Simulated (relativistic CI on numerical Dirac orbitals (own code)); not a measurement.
**Electric-dipole lines of Pd+**

Method of calculation: Dirac-Coulomb-Breit CI, separate exchange-only KLI orbitals for each configuration, QED by a radiative potential, valence Slater integrals scaled by 0.85, P86 correlation energy added to each configuration (own radial code, finite nucleus).

CI space (outside the closed core [Kr]): 4d9, 4d8.5s, 4d8.5p, 4d7.5s2, 4d8.6s, 4d8.5d, 4d8.6p, 4d7.5s.5p, 4d8.7s, 4d8.4f, 4d8.6d, 4d8.7p, 4d8.5f, 4d8.5g, 4d8.7d, 4d8.6f, 4d7.5s.6s, 4d7.5p2. Levels of other configurations are missing.

```
λ vac (Å)              Lower                     Upper   A (s⁻¹)        gf  Branching (%)
   872.61     4d9 2D_5/2 [1]      4d8.6p 2D°_5/2 [149]  2.38e+08  1.63e-01           67.8
   991.42  4d8.5s 4F_9/2 [3]   4d7.5s.5p 4D°_7/2 [286]  4.94e+08  5.82e-01           59.7
   999.14  4d8.5s 4F_7/2 [4]   4d7.5s.5p 2G°_9/2 [301]  1.63e+08  2.44e-01           54.0
   1011.9  4d8.5s 4F_7/2 [4]   4d7.5s.5p 4P°_5/2 [283]  2.64e+08  2.43e-01           58.8
   1013.3  4d8.5s 4F_9/2 [3]  4d7.5s.5p 4G°_11/2 [239]  1.37e+09  2.53e+00           99.1
   1018.0  4d8.5s 4F_7/2 [4]   4d7.5s.5p 4G°_9/2 [269]  6.45e+08  1.00e+00           89.7
   1023.4  4d8.5s 4F_5/2 [5]   4d7.5s.5p 4G°_7/2 [294]  5.49e+08  6.89e-01           57.2
   1026.5  4d8.5s 4F_7/2 [4]   4d7.5s.5p 4I°_9/2 [248]  2.93e+08  4.63e-01           88.5
   1031.1  4d8.5s 4F_5/2 [5]   4d7.5s.5p 2G°_7/2 [281]  2.38e+08  3.04e-01           67.6
   1034.2  4d8.5s 4F_3/2 [6]   4d7.5s.5p 4G°_5/2 [293]  6.24e+08  6.00e-01           71.3
   1040.3  4d8.5s 4F_5/2 [5]   4d7.5s.5p 4G°_5/2 [255]  4.13e+08  4.02e-01           63.4
   1044.4  4d8.5s 4F_9/2 [3]   4d7.5s.5p 4F°_9/2 [204]  6.69e+08  1.09e+00           96.7
   1050.7  4d8.5s 4F_7/2 [4]   4d7.5s.5p 4F°_7/2 [220]  5.52e+08  7.30e-01           81.1
   1053.2  4d8.5s 4F_9/2 [3]   4d7.5s.5p 4H°_9/2 [193]  2.91e+08  4.83e-01           89.3
   1103.8  4d8.5s 4F_9/2 [3]   4d7.5s.5p 4D°_7/2 [162]  4.36e+08  6.37e-01           64.4
   1114.0  4d8.5s 4F_7/2 [4]   4d7.5s.5p 4D°_5/2 [174]  3.62e+08  4.04e-01           66.3
   1130.9  4d8.5s 4F_5/2 [5]   4d7.5s.5p 4D°_3/2 [177]  3.65e+08  2.80e-01           68.7
   1131.6  4d8.5s 4F_9/2 [3]   4d7.5s.5p 4F°_9/2 [146]  2.18e+08  4.18e-01           89.9
   1164.6     4d9 2D_5/2 [1]       4d8.5p 2P°_3/2 [62]  5.99e+08  4.87e-01           51.5
   1179.7     4d9 2D_5/2 [1]       4d8.5p 4S°_3/2 [59]  3.69e+08  3.08e-01           43.0
   1180.2     4d9 2D_5/2 [1]       4d8.5p 2F°_7/2 [58]  3.08e+08  5.15e-01           47.0
   1187.6     4d9 2D_3/2 [2]       4d8.5p 2P°_1/2 [63]  1.17e+09  4.96e-01           74.5
   1214.8     4d9 2D_3/2 [2]       4d8.5p 2F°_5/2 [61]  4.88e+08  6.48e-01           56.8
   1220.5     4d9 2D_5/2 [1]       4d8.5p 4D°_7/2 [53]  2.89e+08  5.17e-01           45.5
   1237.5     4d9 2D_5/2 [1]       4d8.5p 2D°_5/2 [49]  2.66e+08  3.66e-01           43.5
   1237.5     4d9 2D_3/2 [2]       4d8.5p 2D°_3/2 [57]  2.73e+08  2.51e-01           44.9
   1273.7     4d9 2D_5/2 [1]       4d8.5p 2F°_7/2 [45]  9.93e+07  1.93e-01           22.0
   1303.7     4d9 2D_3/2 [2]       4d8.5p 2D°_3/2 [47]  1.87e+08  1.90e-01           31.1
   1346.7     4d9 2D_5/2 [1]       4d8.5p 2F°_5/2 [37]  3.68e+08  6.01e-01           51.7
   1401.7     4d9 2D_5/2 [1]       4d8.5p 2D°_5/2 [33]  2.36e+08  4.18e-01           39.3
```

Terms are leading LS components. Brackets give the number of a level in order of energy, since labels repeat. The list gives strong lines, with weight on those to low levels, without lines whose two gauges differ by over a factor of 2.5, among the lowest 400 of 1284 levels, so that lines to higher ones, which can be the strongest, are missing, and without lines across small gaps between configurations, and without 208 lines that miss the measured interval by over 3.5 %, start from a term whose rates miss tabulated ones by over 60 %, have gauges far apart or, lacking measured levels, span too small a gap for the errors found; lines with a level outside our table were not tested and can miss by more. Levels whose partners in the same complex of configurations lie outside the list can be far off, and so can their lines. Rates are taken at the computed energies, electric ones in the length gauge.

Correlation outside the listed configurations is missing or only estimated: errors of thousands of cm⁻¹ between configurations and terms are usual at this charge. Rates and lifetimes follow the computed energies and can be off by large factors. The fine structure of a lone outer electron comes out too small, for d and f at times inverted, and misplaced configurations move strength between like terms. 16 of the 36 excited levels that our extract of the measured tables holds in this range could be paired (the sources list more); they are missed by 996 cm⁻¹ on average and 2380 at most, and levels without a partner can miss by more.

LS names give the leading component of a level, which can be under half, so a name can repeat, a term be missing and a line seem to break the LS rules.
